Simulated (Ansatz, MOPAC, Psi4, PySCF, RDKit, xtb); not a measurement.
Dimer: SiH4 (SMILES [SiH4]) (first 5 atoms) with Si2H6 (SMILES [SiH3][SiH3]); geometry from B3LYP-D3(BJ)/def2-TZVP, rigid monomers moved along the line of their centres of mass till Si1···H11 is 3.58 Å.
(charge 0, multiplicity 1):
```xyz
13

Si    -0.0956     0.1107    -0.1592
H     -0.2077    -1.1479     0.6113
H     -1.4479     0.5939    -0.5160
H      0.6863    -0.1350    -1.3923
H      0.5919     1.1291     0.6652
Si     0.9235    -0.9050     4.2786
Si    -0.7632     0.7239     4.2567
H      0.3357    -2.2542     4.0972
H      1.6328    -0.8684     5.5813
H      1.9093    -0.6650     3.1988
H     -1.6083     0.5987     3.0450
H     -0.1704     2.0828     4.2805
H     -1.6323     0.5638     5.4484
```

```
level                              interaction energy (meV)  cost
---------------------------------  ------------------------  ----
MMFF94                                                -32.2     -
GFN-FF                                                -50.0     -
AM1                                                     1.8     -
PM3                                                     2.3     -
PM6                                                    -5.0     -
PM7                                                   -18.2     -
GFN1-xTB                                              -88.6     -
GFN2-xTB                                              -72.4     -
HF/STO-3G (no counterpoise)                             8.2     -
HF/3-21G (no counterpoise)                            -27.0     -
HF/6-31G*                                              16.8     -
HF/6-31G* (no counterpoise)                             3.1     -
HF/aug-cc-pV(D+d)Z                                     15.8     -
PBE/def2-TZVPPD                                       -15.9    ×1
PBE-D3(BJ)/def2-TZVPPD                                -69.0    ×1
PBE-D4/def2-TZVPPD                                    -70.2    ×1
BP86/6-31G* (no counterpoise)                          23.4     -
r2SCAN/def2-TZVPPD                                    -26.4    ×1
r2SCAN-D3(BJ)/def2-TZVPPD                             -53.1    ×1
r2SCAN-D4/def2-TZVPPD                                 -48.9    ×1
B3LYP/3-21G (no counterpoise)                         -22.4     -
B3LYP/6-31G*                                           22.0     -
B3LYP/6-31G* (no counterpoise)                          5.7     -
B3LYP/6-311+G** (no counterpoise)                      19.5     -
B3LYP/LANL2DZ (no counterpoise)                        16.2     -
B3LYP/def2-TZVPPD                                      18.4    ×2
B3LYP-D3(BJ)/def2-TZVPPD                              -67.6    ×2
B3LYP-D4/def2-TZVPPD                                  -62.5    ×2
PBE0/def2-TZVPPD                                      -13.2    ×2
PBE0-D3(BJ)/def2-TZVPPD                               -69.3    ×2
PBE0-D4/def2-TZVPPD                                   -66.4    ×2
wB97X-V/def2-TZVPPD                                   -56.0    ×3
wB97M-V/def2-TZVPPD                                   -53.2    ×3
MP2/6-31G*                                             -8.2     -
MP2/6-31G* (no counterpoise)                          -36.9     -
MP2/aug-cc-pV(D+d)Z                                   -44.3     -
SCS-MP2/aug-cc-pV(D+d)Z                               -30.9     -
CCSD/aug-cc-pV(D+d)Z                                  -38.6     -
CCSD(T)/aug-cc-pV(D+d)Z                               -46.7    ×9
SAPT0/jun-cc-pV(D+d)Z                                 -29.8     -
```

The rows run from -88.6 (GFN1-xTB) to 23.4 meV (BP86/6-31G* (no counterpoise)). In aug-cc-pV(D+d)Z the value moves HF 15.8, MP2 -44.3, CCSD -38.6, CCSD(T) -46.7, a shift of -62.5 from HF to CCSD(T). The dispersion term adds -53.1 in PBE-D3(BJ), -54.3 in PBE-D4, -26.7 in r2SCAN-D3(BJ). The 6 functionals in def2-TZVPPD without D3 or D4 span 74.4, from wB97X-V to B3LYP.

Interaction energies are E(AB) − E(A) − E(B) at the monomers' geometry in the complex; basis-set methods are counterpoise corrected. Rows marked so take none.

Cores are frozen in the correlated methods. Rows in 3-21G, 6-311+G**, 6-31G*, LANL2DZ, STO-3G carry no dispersion term and start afresh at each structure (6-31G* with six Cartesian d functions). MP2/6-31G* freezes PySCF's default core. LANL2DZ brings its own core potentials from Na on. The state that AM1, PM3, PM6, PM7 reach isn't checked; PM7 holds dispersion and hydrogen-bond terms.

Run with Ansatz (Gaussian basis) for Hartree–Fock, density functionals and correlated methods; MOPAC for AM1, PM3, PM6, PM7 (differences of heats of formation); Psi4 for SAPT; PySCF for 3-21G rows, 6-311+G** rows, 6-31G* rows, LANL2DZ rows, STO-3G rows, the dispersion terms; RDKit for the force fields; xtb for the GFN methods. 

Costs are rough ratios of core time to PBE/def2-TZVPPD (about 13 s over the structures, on one shared machine); a dash marks a level with no comparable run of its own.

Ansatz is an electronic-structure program.
